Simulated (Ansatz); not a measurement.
Steps of a relaxation of GeH2I2 (`[I][GeH2][I]`) with RKS PBE-D4/def2-SVP.

```sh
$ ansatz run in.yaml --threads 4 --pin off --events-out ev --progress --plain --max-ram 10444MiB
```

```yaml
crystal:
  periodic: [false, false, false]
  atoms:
    - {symbol: I, position_ang: [-2.208900, 0.535000, 0.654400]}
    - {symbol: Ge, position_ang: [0.042600, -0.041500, -0.223400]}
    - {symbol: I, position_ang: [1.623600, -0.238900, 1.714400]}
    - {symbol: H, position_ang: [0.620400, 1.072300, -1.197000]}
    - {symbol: H, position_ang: [-0.027700, -1.400600, -0.989700]}
basis:
  gaussian: {orbitals: def2-SVP}
hamiltonian: {xc: pbe, dispersion: d4}
relax: {f_tol: 0.03, max_steps: 200}
```

Positions (Å) and forces (eV/Å) along the path, 4 of 4 steps:

```xyz
5
step=1 energy=-72738.0668 eV
I    -2.209    0.535    0.654   -0.513    0.164    0.091
Ge    0.043   -0.042   -0.223    0.607    0.078   -0.880
I     1.624   -0.239    1.714    0.246   -0.066    0.213
H     0.620    1.072   -1.197   -0.309   -0.283    0.397
H    -0.028   -1.401   -0.990   -0.031    0.107    0.179
5
step=2 energy=-72738.0980 eV
I    -2.288    0.585    0.555    0.304   -0.101   -0.028
Ge    0.074   -0.050   -0.222   -0.118    0.113    0.074
I     1.741   -0.293    1.701   -0.206    0.052   -0.171
H     0.542    1.114   -1.146    0.013   -0.146    0.097
H    -0.018   -1.429   -0.930    0.006    0.082    0.028
5
step=3 energy=-72738.1121 eV
I    -2.254    0.567    0.588    0.040   -0.012   -0.006
Ge    0.068   -0.047   -0.233   -0.023    0.016    0.005
I     1.694   -0.271    1.699   -0.017    0.004   -0.012
H     0.565    1.097   -1.151   -0.002   -0.021    0.010
H    -0.023   -1.420   -0.945    0.002    0.014    0.003
5
step=4 energy=-72738.1122 eV
I    -2.250    0.565    0.591    0.000    0.000    0.002
Ge    0.067   -0.047   -0.234    0.001    0.000   -0.004
I     1.690   -0.270    1.699   -0.001    0.001    0.001
H     0.567    1.095   -1.152    0.000   -0.002    0.000
H    -0.023   -1.418   -0.946    0.000    0.002    0.000
```

It took 23 s on 4 threads of an AMD EPYC on a shared host, with 0.16 GiB of host memory at the peak.
